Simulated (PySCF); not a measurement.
**Field gradients at the hydrogen positions**

Species: C4H4F2O3.
Z-matrix (Å and degrees, GFN2-xTB geometry), rows numbered from 1:
```
C 
C   1  1.3169
F   2  1.3525  1  121.53
O   2  1.3494  1  125.24  3  -176.30
C   4  1.3909  2  117.31  1  -160.37
F   5  1.3559  4  106.33  2   177.01
C   5  1.5496  4  111.85  2    58.25
O   7  1.1947  5  123.83  4     0.05
O   7  1.3222  5  110.54  4  -179.36
H   1  1.0718  2  120.27  3     0.24
H   1  1.0709  2  120.19  3  -179.56
H   5  1.1047  4  112.69  2   -65.87
H   9  0.9724  7  111.37  5  -178.08
```

Level: B3LYP/pcJ-1 (PySCF, non-relativistic); Q(2H) = 0.00286 b; rigid geometry, the same for H and D, with no vibrational averaging.

Question: Rank these positions by the coupling χzz of a deuteron there, largest first.
A. H12 (methine hydrogen)
B. H13 (acid proton)
C. H11 (vinylic hydrogen)

Answer: B (277 kHz), C (227 kHz), A (167 kHz).

Give the electric field gradient Vzz (the principal value of largest size), its asymmetry and the 2H coupling at each hydrogen.

```
atom  bonded to  bond length (Å)  Vzz (au)     η  χzz (kHz)
 H10         C1            1.072    0.3360  0.10        226
 H11         C1            1.071    0.3375  0.10        227
 H12         C5            1.105    0.2481  0.03        167
 H13         O9            0.972    0.4120  0.10        277
```

Average by the element that carries the hydrogen.

on C: 206 kHz over 3 positions, mean bond length 1.082 Å; on O: 277 kHz over 1 position, mean bond length 0.972 Å.

One conformer (not necessarily the lowest) at the GFN2-xTB geometry, without solvent, vibrations or thermal averaging. GFN2-xTB bond lengths can be off by several hundredths of an ångström, more for odd bonds, and the gradients follow them. These gradients aren't converged with respect to the basis.
